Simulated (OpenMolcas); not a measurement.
## The standard entropy of SnCl2 (SMILES [Cl][Sn][Cl]) from a frequency calculation

A singlet with charge 0, relaxed at PBE0/def2-SVP (core potential) (OpenMolcas 26.06):

```xyz
3

Cl    1.1679    1.2434    0.7659
Sn   -0.8003    0.5212   -0.3782
Cl   -0.3785   -1.8296   -0.4009
```

Harmonic wavenumbers in cm⁻¹: 118, 353, 365.

Masses in u: Cl 35.45, Sn 118.71. Take T = 298.15 K, p = 1 bar, R = 8.3145 J/(mol K), kT/hc = 207.22 cm⁻¹, rigid rotor and harmonic oscillator.

**Question.** Work out S° at 298 K.

**Answer.** 
1. Translation (Sackur–Tetrode): S = R[3/2 ln M + 5/2 ln T − 1.1517] with M = 189.61 gives 174.3 J/(mol K).
2. Rotation: principal moments 106.777, 233.901, 340.678 u Å² give A, B, C = 0.1579, 0.0721, 0.0495 cm⁻¹; the symmetry number is σ = 2; q = (√π/σ)√((kT/hc)³/ABC) = 111360; S = R(ln q + 3/2) = 109.1.
3. Vibration: with u = ν̃/207.22, each mode gives R[u/(eᵘ − 1) − ln(1 − e⁻ᵘ)]; the sum is 22.5, most from 118 cm⁻¹ (13.1), 353 cm⁻¹ (4.8), 365 cm⁻¹ (4.6).
4. Spin: R ln 1 = 0.0.
5. Sum: 174.3 + 109.1 + 22.5 + 0.0 = 305.9 J/(mol K).

No measured value is set beside it here.
